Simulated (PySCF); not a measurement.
# How the method moves the HOMO and LUMO of `C[SiH](C)O[SiH](C)C`

Species: C₄H₁₄OSi₂.
Atom-mapped SMILES: `[CH3:1][SiH:2]([CH3:3])[O:4][SiH:5]([CH3:6])[CH3:7]` (hydrogens: H8, H9, H10 on C1; H11 on Si2; H12, H13, H14 on C3; H15 on Si5; H16, H17, H18 on C6; H19, H20, H21 on C7)

Cartesian coordinates in Å at the PBE0-D3(BJ)/def2-SVP level; atoms count from 1:
```
atom  x, y, z in Å
C1     1.846    1.588    1.036
Si2    1.180   -0.146    1.276
C3     1.912   -1.320    0.012
O4    -0.478   -0.141    1.142
Si5   -1.738    0.030    0.070
C6    -1.362    1.405   -1.149
C7    -2.020   -1.588   -0.829
H8     1.351    2.296    1.719
H9     2.929    1.624    1.236
H10    1.681    1.937    0.004
H11    1.505   -0.623    2.655
H12    1.478   -2.327    0.113
H13    3.004   -1.408    0.135
H14    1.717   -0.966   -1.014
H15   -2.950    0.383    0.869
H16   -0.483    1.157   -1.766
H17   -2.213    1.572   -1.829
H18   -1.156    2.352   -0.626
H19   -2.205   -2.406   -0.116
H20   -1.139   -1.857   -1.435
H21   -2.888   -1.521   -1.504
```

Basis pcSseg-1 throughout (PySCF), one geometry. Geometry: PBE0-D3(BJ)/def2-SVP, one conformer, isolated molecule.

Question: How do the orbital energies, the gap and the dipole change with the method?

Answer: 
```csv
method,kind,HOMO (eV),LUMO (eV),gap (eV),μ (D),SCF cycles
BLYP,GGA,-6.48,0.23,6.72,1.57,14
PBE,GGA,-6.60,0.20,6.80,1.62,14
BP86,GGA,-6.71,0.27,6.97,1.62,13
B3LYP,global hybrid,-7.77,0.69,8.46,1.58,13
PBE0,global hybrid,-8.00,1.00,9.00,1.62,13
BHandHLYP,global hybrid,-9.32,1.64,10.96,1.57,12
wB97X-D,range-separated hybrid,-9.88,2.77,12.64,1.59,13
LC-wPBE,range-separated hybrid,-10.72,3.15,13.87,1.62,13
HF,Hartree–Fock,-11.37,3.73,15.10,1.56,9
```

The HOMO spans 4.89 eV, from BLYP down to HF, and the gap runs from 6.72 eV (BLYP) to 15.10 eV (HF). Over the methods BLYP (0 %), PBE (0 %), BP86 (0 %), B3LYP (20 %), PBE0 (25 %), BHandHLYP (50 %), HF (100 %), a straight line through the gap against the share of exact exchange rises by 0.83 eV for each 10 % (correlation coefficient 1.000). The dipole ranges from 1.56 D (HF) to 1.62 D (LC-wPBE). This basis has no diffuse functions.

The vertical ΔSCF ionisation energy at PBE0/def2-SVPD is 9.62 eV; −ε(HOMO) comes closest to it with wB97X-D (9.88 eV).
